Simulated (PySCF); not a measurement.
C3H5N3, SMILES N=c1[nH]cc[nH]1.

The structure is a stationary point at B3LYP-D3(BJ)/def2-SVP.

Method: PBE/def2-TZVP (PySCF).

Symmetry labels are those of the subgroup Cs that the program uses (full group Cs).

Computed valence orbital energies around the gap with their symmetry:
```json
[
 {"orbital": "HOMO−7", "symmetry": "A'", "energy (eV)": "-11.24"},
 {"orbital": "HOMO−6", "symmetry": "A\"", "energy (eV)": "-10.79"},
 {"orbital": "HOMO−5", "symmetry": "A'", "energy (eV)": "-10.63"},
 {"orbital": "HOMO−4", "symmetry": "A'", "energy (eV)": "-10.41"},
 {"orbital": "HOMO−3", "symmetry": "A\"", "energy (eV)": "-7.35"},
 {"orbital": "HOMO−2", "symmetry": "A\"", "energy (eV)": "-7.08"},
 {"orbital": "HOMO−1", "symmetry": "A'", "energy (eV)": "-5.88"},
 {"orbital": "HOMO", "symmetry": "A\"", "energy (eV)": "-4.13"},
 {"orbital": "LUMO", "symmetry": "A\"", "energy (eV)": "-0.07"},
 {"orbital": "LUMO+1", "symmetry": "A'", "energy (eV)": "0.06"},
 {"orbital": "LUMO+2", "symmetry": "A'", "energy (eV)": "0.97"},
 {"orbital": "LUMO+3", "symmetry": "A\"", "energy (eV)": "1.07"}
]
```
